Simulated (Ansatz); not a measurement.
Si19AsH32⁻. Total charge -1; singlet. Geometry PBE-D4/def2-SVP.

```xyz
52

Si   -3.6905   -0.6177   -2.0467
Si    2.1568   -2.1857   -4.1059
Si    3.2706    0.6266   -1.5478
As   -0.2042   -0.0103   -2.0104
Si   -1.2918   -2.2020    0.8984
Si    0.9930   -2.0603    0.3162
Si   -0.9830    1.0640    1.2722
Si   -4.4583    0.2868    1.4924
Si    2.5889    1.5099    1.9746
Si    0.7892   -0.7358    4.3552
Si    0.1332   -0.9797   -4.1843
Si   -2.2138    1.1201   -2.5782
Si   -3.3776   -1.3526    0.1679
Si    1.3819    1.7213   -2.4054
Si    3.9241   -0.8865   -3.2316
Si    2.6361   -0.3472    0.5086
Si   -3.0466    2.1811    1.5191
Si    0.6017    2.7549    1.6932
Si   -1.0765    0.4891    3.5842
Si    2.6688    0.6626    4.1669
H    -5.1466   -0.2470   -2.2246
H    -3.3945   -1.7197   -3.0394
H     2.5563   -2.6620   -5.4867
H     1.9656   -3.4147   -3.2546
H     4.4411    1.5580   -1.3125
H    -1.4501   -3.6977    0.6018
H    -1.3620   -2.1622    2.4054
H     1.2234   -2.7014   -1.0341
H     1.5317   -3.1023    1.2850
H    -5.8155    0.4904    0.8475
H    -4.7327   -0.2735    2.8672
H     3.8803    2.2467    1.6682
H     1.0819   -1.9588    3.5184
H     0.6343   -1.2161    5.7840
H     0.1840    0.0112   -5.3256
H    -0.9938   -1.9424   -4.4769
H    -2.2725    1.5301   -4.0334
H    -2.3763    2.3482   -1.7270
H    -4.2653   -2.5902    0.2139
H     1.5159    2.0998   -3.8637
H     0.9962    2.9490   -1.6263
H     4.4867   -0.0822   -4.3852
H     5.0345   -1.8008   -2.7642
H     3.8606   -1.1571    0.9009
H    -3.4587    3.0401    0.3399
H    -3.3518    3.0114    2.7531
H     0.8276    3.7095    0.5390
H     0.4642    3.6344    2.9236
H    -2.2984   -0.3366    3.9304
H    -1.1279    1.6707    4.5386
H     3.9697   -0.0687    4.4309
H     2.5900    1.7954    5.1683
```

B3LYP takes the VWN-RPA correlation. Single mean-field runs in def2-SVP, def2-TZVP are fitted with def2-universal-jkfit.

(1) Estimate the orbital energies around the gap (eV) in Ansatz with HF/STO-3G, PBE-D4/def2-TZVP, r2SCAN-D4/def2-SVP, B97M-V/def2-SVP, B3LYP-D4/def2-SVP.

Results:

(1) 
```
orbital  HF/STO-3G  PBE-D4/def2-TZVP  r2SCAN-D4/def2-SVP  B97M-V/def2-SVP  B3LYP-D4/def2-SVP
HOMO−13      -5.49             -4.61               -4.91            -5.03              -5.46
HOMO−12      -5.31             -4.51               -4.80            -4.92              -5.35
HOMO−11      -5.11             -4.49               -4.78            -4.91              -5.30
HOMO−10      -4.87             -4.34               -4.62            -4.76              -5.14
 HOMO−9      -4.70             -4.27               -4.54            -4.67              -5.10
 HOMO−8      -4.67             -4.21               -4.47            -4.61              -5.02
 HOMO−7      -4.15             -3.90               -4.16            -4.30              -4.67
 HOMO−6      -4.00             -3.87               -4.13            -4.29              -4.62
 HOMO−5      -3.96             -3.81               -4.06            -4.20              -4.58
 HOMO−4      -3.71             -3.74               -3.99            -4.14              -4.48
 HOMO−3      -3.60             -3.63               -3.85            -4.01              -4.37
 HOMO−2      -2.48             -3.23               -3.42            -3.58              -3.89
 HOMO−1      -2.23             -3.00               -3.19            -3.36              -3.65
   HOMO      -0.30             -2.07               -2.11            -2.29              -2.55
   LUMO      10.47              0.53                0.83             0.66               1.38
 LUMO+1      11.06              0.65                0.96             0.78               1.50
 LUMO+2      11.45              0.68                1.00             0.82               1.56
 LUMO+3      11.73              0.80                1.16             0.99               1.71
 LUMO+4      11.94              0.82                1.20             1.00               1.75
 LUMO+5      12.30              0.93                1.29             1.12               1.83
```
